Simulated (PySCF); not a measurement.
Vertical excitations of a molecule CH8OSi2 from TDDFT-LC-ωPBE/def2-SVPD (PySCF 2.14.0), as energy in eV (oscillator strength): 7.02 (0.003), 7.92 (0.026), 8.16 (0.012), 8.31 (0.069), 8.64 (0.003), 8.80 (0.021), 8.82 (0.038), 8.93 (0.094), 8.99 (0.006), 9.17 (0.044). Lowest triplet (TDA): 6.57 eV. Geometry: B3LYP-D3(BJ)/def2-SVP. Other conformers were not sampled.

### Question
Identify the compound among the candidates.
A. [SiH3]CO[SiH3]
B. C[SiH2][SiH2]O
C. OC([SiH3])[SiH3]
D. OC[SiH2][SiH3]

### Answer
A, [SiH3]CO[SiH3]
